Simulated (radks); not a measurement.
Br II, configuration [Ar] 3d10 4s2 4p4. Calculated with a radial shooting solver on a logarithmic mesh with Libxc functionals: non-relativistic Kohn-Sham, PBE, spin-unpolarised, spherical densities, point nucleus.

Unscreened Slater integrals over Kohn-Sham orbitals (cm^-1).

integral,value
"F0(4p,4p)",100740
"F2(4p,4p)",52591
"F0(4p,4s)",108660
"G1(4p,4s)",72281
"F0(4p,3d)",131770
"F2(4p,3d)",26354
"G1(4p,3d)",8708.7
"G3(4p,3d)",8003.3
"F0(4p,3p)",132100
"F2(4p,3p)",25293
"G0(4p,3p)",6129.8
"G2(4p,3p)",7116.9
"F0(4s,4s)",118970
"F0(4s,3d)",152300
"G2(4s,3d)",12423
"F0(4s,3p)",152800
"G1(4s,3p)",10076
"F0(3d,3d)",342910
"F2(3d,3d)",164100
"F4(3d,3d)",103220
"F0(3d,3p)",343860
"F2(3d,3p)",165010
"G1(3d,3p)",198830
"G3(3d,3p)",123480
"F0(3p,3p)",348320
"F2(3p,3p)",174900

Derived for the open shells (J is the average intra-shell exchange parameter used in DFT+U). 4p: J = F2/5 = 10520 cm^-1; in LS coupling 1D lies 6 F2/25 = 12620 cm^-1 above 3P.
